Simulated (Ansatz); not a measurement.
A run for Ansatz (an electronic-structure program): R-B3LYP-D3(BJ)/def2-TZVP on Cl2Hg (SMILES [Cl][Hg][Cl]). Elements past Kr take the def2 small-core potentials; no spin–orbit coupling.

Ansatz 0.2 input:
```yaml
crystal:
  periodic: [false, false, false]
  atoms:
    - {symbol: Cl, position_ang: [0.00000000, 0.00000000, -2.25000000]}
    - {symbol: Hg, position_ang: [0.00000000, 0.00000000, 0.00000000]}
    - {symbol: Cl, position_ang: [0.00000000, 0.00000000, 2.25000000]}
basis:
  gaussian:
    orbitals: def2-TZVP
hamiltonian:
  xc: b3lyp
  dispersion: d3bj
relax: {f_tol: 0.004, max_steps: 120}
scf: {lower_state_search: off}
```

Task: Give the final energy of this run.

Result: -1074.0739 hartree.

Task: How many basis functions does it have, and what does it roughly cost on one machine?

Result: 117 functions; about 5 core-seconds (a rough figure).
